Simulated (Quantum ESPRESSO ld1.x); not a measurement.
Species: Pb0.75+. Configuration: [Xe] 4f14 5d10 6s(up 1, down 0.25) 6p2 (fractional occupations, a model configuration). Calculated with ld1.x of Quantum ESPRESSO 7.5: scalar-relativistic Kohn-Sham, LDA (Slater exchange, Perdew-Zunger correlation), spin-polarised, spherical densities, point nucleus; open shells are filled with parallel spins first.

Radial electron density D(r) = 4 pi r^2 rho(r):

| r (bohr) | D(r) (e/bohr) | spin D(r) |
|---|---|---|
| 0.0009734 | 11.96 | 0.000814 |
| 0.001133 | 14.86 | 0.00101 |
| 0.001319 | 18.37 | 0.00124 |
| 0.001548 | 22.85 | 0.00153 |
| 0.001802 | 27.94 | 0.00186 |
| 0.002098 | 33.93 | 0.00223 |
| 0.002443 | 40.87 | 0.00266 |
| 0.002866 | 49.20 | 0.00316 |
| 0.003337 | 58.04 | 0.00366 |
| 0.003885 | 67.60 | 0.00418 |
| 0.004559 | 78.11 | 0.00471 |
| 0.005307 | 88.06 | 0.00515 |
| 0.006178 | 97.37 | 0.00550 |
| 0.007192 | 105.3 | 0.00572 |
| 0.00844 | 111.4 | 0.00578 |
| 0.009826 | 114.4 | 0.00572 |
| 0.01144 | 114.3 | 0.00566 |
| 0.01332 | 111.5 | 0.00581 |
| 0.01563 | 106.9 | 0.00655 |
| 0.01819 | 102.9 | 0.00823 |
| 0.02118 | 101.6 | 0.0112 |
| 0.02466 | 105.2 | 0.0154 |
| 0.02893 | 115.3 | 0.0206 |
| 0.03368 | 129.5 | 0.0246 |
| 0.03921 | 144.2 | 0.0255 |
| 0.04602 | 154.3 | 0.0209 |
| 0.05357 | 154.2 | 0.0109 |
| 0.06237 | 144.5 | -0.00112 |
| 0.07261 | 130.9 | -0.00817 |
| 0.0852 | 121.9 | -0.00203 |
| 0.09919 | 125.1 | 0.0178 |
| 0.1155 | 136.8 | 0.0405 |
| 0.1344 | 145.5 | 0.0478 |
| 0.1578 | 138.5 | 0.0289 |
| 0.1837 | 116.1 | 0.00280 |
| 0.2138 | 92.18 | 0.00233 |
| 0.2509 | 82.13 | 0.0431 |
| 0.2921 | 88.74 | 0.0838 |
| 0.34 | 97.15 | 0.0747 |
| 0.3959 | 92.85 | 0.0207 |
| 0.4645 | 73.18 | -0.000848 |
| 0.5408 | 50.96 | 0.0749 |
| 0.6296 | 35.46 | 0.194 |
| 0.7329 | 28.39 | 0.230 |
| 0.8601 | 25.16 | 0.117 |
| 1.001 | 21.67 | -0.0269 |
| 1.166 | 16.80 | -0.0208 |
| 1.357 | 11.74 | 0.227 |
| 1.592 | 7.509 | 0.661 |
| 1.854 | 4.824 | 1.05 |
| 2.158 | 3.149 | 1.26 |
| 2.533 | 2.040 | 1.22 |
| 2.948 | 1.322 | 0.988 |
| 3.432 | 0.8011 | 0.681 |
| 3.996 | 0.4335 | 0.396 |
| 4.689 | 0.1922 | 0.183 |
| 5.459 | 0.07281 | 0.0709 |
| 6.355 | 0.02193 | 0.0216 |
| 7.399 | 0.005067 | 0.00503 |
| 8.682 | 0.0007795 | 0.000777 |

D(r) has 4 maxima, at r = 0.0106, 0.0495, 0.138, 0.354 bohr, and minima at 0.0207, 0.0887, 0.251 bohr, inside which lie 1.88, 11.02, 30.08 electrons.
